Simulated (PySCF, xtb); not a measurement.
Be(Me)2 (C2H6Be), SMILES [CH3][Be][CH3].

GFN2-xTB (xtb 6.7.1) at its own geometry gives an orbital gap of 5.31 eV and a dipole moment of 0.01 D.

The structure is a stationary point at r2SCAN-D4/def2-TZVP. The isomer is the one that the SMILES or the coordinates give; other isomers of the formula were not compared.

Q: What does CAM-B3LYP/def2-TZVPD in PySCF give? (Estimate from the structure and the level; the computed values follow.)

A: gap 10.01 eV (levels -9.52 and 0.49 eV), dipole 0.00 D.
